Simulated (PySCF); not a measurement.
# Two-component Hartree-Fock for Yb⁴³⁺ (ytterbium, charge +43)

Start: [Ar] 3d9; 3d3/2 filled at m_j = -3/2, -1/2, +1/2, +3/2; 3d5/2 filled at m_j = -3/2, -1/2, +1/2, +3/2, +5/2. Calculated with PySCF 2.14 in an uncontracted even-tempered set (16 s from 9.8 bohr⁻², ratio 2.8; 13 p from 13 bohr⁻², ratio 2.8; 8 d from 13 bohr⁻², ratio 2.8; 3 f from 48 bohr⁻², ratio 3): generalised Hartree-Fock with the X2C-1e Hamiltonian and a Gaussian nucleus; one run each with spin-orbit coupling (SO) switched off, then screened by Boettger's factors.

```json
{"spinor shell": "1s1/2", "electrons": "2", "ε, spin-free (eV)": "-63823.1", "ε, screened SO (eV)": "-63807.6", "weight of nominal j (screened SO)": "1.000", "rms radius, screened SO (bohr)": "0.0223"}
{"spinor shell": "2s1/2", "electrons": "2", "ε, spin-free (eV)": "-12697.9", "ε, screened SO (eV)": "-12692.9", "weight of nominal j (screened SO)": "1.000", "rms radius, screened SO (bohr)": "0.0899"}
{"spinor shell": "2p1/2", "electrons": "2", "ε, spin-free (eV)": "-11449.5", "ε, screened SO (eV)": "-12199.3", "weight of nominal j (screened SO)": "1.000", "rms radius, screened SO (bohr)": "0.0766"}
{"spinor shell": "2p3/2", "electrons": "4", "ε, spin-free (eV)": "-11449.5", "ε, screened SO (eV)": "-11137.8", "weight of nominal j (screened SO)": "1.000", "rms radius, screened SO (bohr)": "0.0835"}
{"spinor shell": "3s1/2", "electrons": "2", "ε, spin-free (eV)": "-4418.5", "ε, screened SO (eV)": "-4417.1", "weight of nominal j (screened SO)": "1.000", "rms radius, screened SO (bohr)": "0.226"}
{"spinor shell": "3p1/2", "electrons": "2", "ε, spin-free (eV)": "-4031.6", "ε, screened SO (eV)": "-4205.7", "weight of nominal j (screened SO)": "1.000", "rms radius, screened SO (bohr)": "0.217"}
{"spinor shell": "3p3/2", "electrons": "4", "ε, spin-free (eV)": "-4031.6", "ε, screened SO (eV)": "-3958.1", "weight of nominal j (screened SO)": "1.000", "rms radius, screened SO (bohr)": "0.230"}
{"spinor shell": "3d3/2", "electrons": "4", "ε, spin-free (eV)": "-3588.2", "ε, screened SO (eV)": "-3620.2", "weight of nominal j (screened SO)": "0.996", "rms radius, screened SO (bohr)": "0.201"}
{"spinor shell": "3d5/2", "electrons": "5", "ε, spin-free (eV)": "-3588.2", "ε, screened SO (eV)": "-3565.7", "weight of nominal j (screened SO)": "0.996", "rms radius, screened SO (bohr)": "0.205"}
```

| quantity | spin-free | screened SO |
| --- | --- | --- |
| E (hartree) | -12764.25784 | -12777.73590 |
| M_J | 5/2 | 5/2 |
| ⟨J²⟩ | 8.750 | 8.750 |
| ⟨L²⟩ | 6.000 | 6.047 |
| ⟨S²⟩ | 0.750 | 0.797 |

Each row is a mean over spinors that exchange with the open shell spreads, by up to 25.356 eV (3p3/2).

Breit and QED terms are absent; they matter most for the inner s and p1/2 levels.

Densities and radii are taken from the X2C orbitals without a picture-change correction, which distorts them close to the nucleus.

Without spin-orbit coupling the j labels of p, d and f shells carry no meaning; the spin-free column gives the mean over the occupied spinors of each nl shell.
